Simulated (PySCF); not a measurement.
Compound: C₃H₆N₂SSi.
Numbering: `[SiH3:1][NH:2][c:3]1[cH:4][n:5][s:6][cH:7]1` (hydrogens: H8, H9, H10 on Si1; H11 on N2; H12 on C4; H13 on C7)

Geometry (PBE0-D3(BJ)/def2-SVP, Å), atoms numbered from 1 in this order:
```
atom  x, y, z in Å
Si1    2.1605    0.8393    0.1458
N2     0.9133   -0.3053   -0.2888
C3    -0.4478   -0.1801   -0.0724
C4    -1.0584    0.9511    0.5647
N5    -2.3611    0.9259    0.7000
S6    -2.9574   -0.4756    0.0641
C7    -1.4304   -1.0860   -0.4163
H8     2.1978    1.0846    1.6198
H9     3.4349    0.2143   -0.3075
H10    1.9608    2.1586   -0.5282
H11    1.1927   -1.1616   -0.7497
H12   -0.5087    1.8218    0.9391
H13   -1.3099   -2.0483   -0.9126
```

Method used: TDDFT CAM-B3LYP/def2-SVPD, vertical, gas phase, core orbitals frozen in the response (PySCF).

Transition dipole moments from the ground state, in atomic units and in the frame of the coordinates above (overall signs are arbitrary), for the states with f of 0.002 or more among the lowest 5:

```tsv
state	E (eV)	μx	μy	μz
S1	4.777	0.868	0.623	0.214
S4	5.779	0.015	-0.062	0.123
S5	6.120	0.337	-0.155	-0.117
```

Question: What oscillator strength does each state have?

Answer: f = (2/3) ΔE |μ|² with ΔE in hartree (27.2114 eV).

```json
{"state": "S1", "|μ|² (au)": "1.188", "|μ| (D)": "2.77", "f": "0.139"}
{"state": "S4", "|μ|² (au)": "0.019", "|μ| (D)": "0.35", "f": "0.003"}
{"state": "S5", "|μ|² (au)": "0.151", "|μ| (D)": "0.99", "f": "0.023"}
```

Question: Label these states by symmetry in Cs.

Answer: The ground state is totally symmetric, so the direction of μ fixes the label. Polarised normal to the mirror plane, so A″: S4. Polarised in the mirror plane, so A′: S1 and S5.

Question: Which bond between heavy atoms lies closest to the direction of the S1 transition dipole?

Answer: Si1–N2 and C3–C7, at 7° from it; next N5–S6 at 32°.

Question: What angle do the transition dipoles of S1 and S5 make?

Answer: |cos θ| = |μa·μb| / (|μa| |μb|) = 0.40, so θ ≈ 66° (taken between 0 and 90°, since the signs are arbitrary).

Question: How is the summed strength of these states shared among x, y and z?

Answer: (2/3) Σ ΔE μα² gives 0.105 for x, 0.050 for y and 0.010 for z, 0.164 in all.

Question: What peak molar absorption coefficient would the strongest computed level give as a lone Gaussian band 0.5 eV wide at half height?

Answer: ε(max) = 2.175×10⁸ f / FWHM, with the width in cm⁻¹. S1: 2.175×10⁸ × 0.1390 / 4033 ≈ 7500 L mol⁻¹ cm⁻¹.

The run took 38 s wall on an Arm Neoverse V1 with one thread, shared host with 32 logical CPUs at a one-minute load of 14, and the process peaked at 0.96 GiB of memory.

One conformer stands for the species.
